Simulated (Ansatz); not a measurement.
`[H]/C=C/c1ccc(/C=C/c2cccs2)s1` with charge -1. Charge -1, multiplicity 2. Geometry r2SCAN-D4/def2-SVP, that of the neutral singlet; atoms count from 1.

Cartesian coordinates in Å:
```
H 1.660 6.517 -0.980
C 1.044 5.622 -0.867
C 1.611 4.421 -0.636
C 0.904 3.167 -0.471
C -0.460 2.889 -0.507
C -0.768 1.532 -0.301
C 0.356 0.729 -0.100
C 0.465 -0.685 0.141
C -0.580 -1.554 0.224
C -0.496 -2.969 0.462
C -1.555 -3.866 0.552
C -1.147 -5.201 0.795
C 0.222 -5.326 0.891
S 1.020 -3.812 0.686
S 1.797 1.704 -0.175
H -0.040 5.746 -0.951
H 2.704 4.363 -0.562
H -1.213 3.662 -0.681
H -1.785 1.136 -0.297
H 1.482 -1.078 0.265
H -1.603 -1.177 0.103
H -2.595 -3.549 0.442
H -1.833 -6.045 0.897
H 0.808 -6.227 1.072
```

The highest occupied level of the charge -1 doublet lies above zero (up to 0.66 eV). By energy differences its removal costs 0.70 eV (vertical, to the charge 0 singlet, at PBE0-D4/def2-SVP); self-interaction error and the lack of diffuse functions both raise the level.

Estimate the Mulliken populations from the PBE0/def2-SVP orbitals of Ansatz.


```json
{"atom": "H1", "charge (e)": "0.00", "spin (α − β)": "-0.01"}
{"atom": "C2", "charge (e)": "-0.15", "spin (α − β)": "0.25"}
{"atom": "C3", "charge (e)": "0.02", "spin (α − β)": "-0.08"}
{"atom": "C4", "charge (e)": "-0.16", "spin (α − β)": "0.18"}
{"atom": "C5", "charge (e)": "-0.02", "spin (α − β)": "-0.08"}
{"atom": "C6", "charge (e)": "-0.05", "spin (α − β)": "0.08"}
{"atom": "C7", "charge (e)": "-0.14", "spin (α − β)": "0.04"}
{"atom": "C8", "charge (e)": "0.00", "spin (α − β)": "0.08"}
{"atom": "C9", "charge (e)": "-0.04", "spin (α − β)": "0.20"}
{"atom": "C10", "charge (e)": "-0.12", "spin (α − β)": "-0.05"}
{"atom": "C11", "charge (e)": "-0.06", "spin (α − β)": "0.17"}
{"atom": "C12", "charge (e)": "-0.01", "spin (α − β)": "-0.09"}
{"atom": "C13", "charge (e)": "-0.16", "spin (α − β)": "0.19"}
{"atom": "S14", "charge (e)": "0.02", "spin (α − β)": "0.06"}
{"atom": "S15", "charge (e)": "0.01", "spin (α − β)": "0.10"}
{"atom": "H16", "charge (e)": "0.01", "spin (α − β)": "-0.01"}
{"atom": "H17", "charge (e)": "-0.02", "spin (α − β)": "0.00"}
{"atom": "H18", "charge (e)": "-0.03", "spin (α − β)": "0.00"}
{"atom": "H19", "charge (e)": "-0.02", "spin (α − β)": "0.00"}
{"atom": "H20", "charge (e)": "-0.02", "spin (α − β)": "-0.01"}
{"atom": "H21", "charge (e)": "-0.03", "spin (α − β)": "-0.01"}
{"atom": "H22", "charge (e)": "-0.02", "spin (α − β)": "-0.01"}
{"atom": "H23", "charge (e)": "-0.02", "spin (α − β)": "0.00"}
{"atom": "H24", "charge (e)": "0.02", "spin (α − β)": "-0.01"}
```
Mulliken values and Mayer orders depend strongly on the basis.

Where does the spin sit?

Summed by element: H -0.06, C 0.90, S 0.15, of 1 unpaired in all. Largest on single atoms: C2 0.25, C9 0.20, C13 0.19.

And the Mayer bond orders between bonded heavy atoms (over 0.3)?

C2–C3 1.80 (1.35 Å); C3–C4 1.20 (1.45 Å); C4–C5 1.40 (1.39 Å); C4–S15 1.06 (1.74 Å); C5–C6 1.38 (1.41 Å); C6–C7 1.36 (1.40 Å); C7–C8 1.29 (1.44 Å); C7–S15 1.07 (1.74 Å); C8–C9 1.48 (1.36 Å); C9–C10 1.29 (1.44 Å); C10–C11 1.40 (1.39 Å); C10–S14 1.08 (1.75 Å); C11–C12 1.30 (1.42 Å); C12–C13 1.51 (1.38 Å); C13–S14 1.10 (1.72 Å).
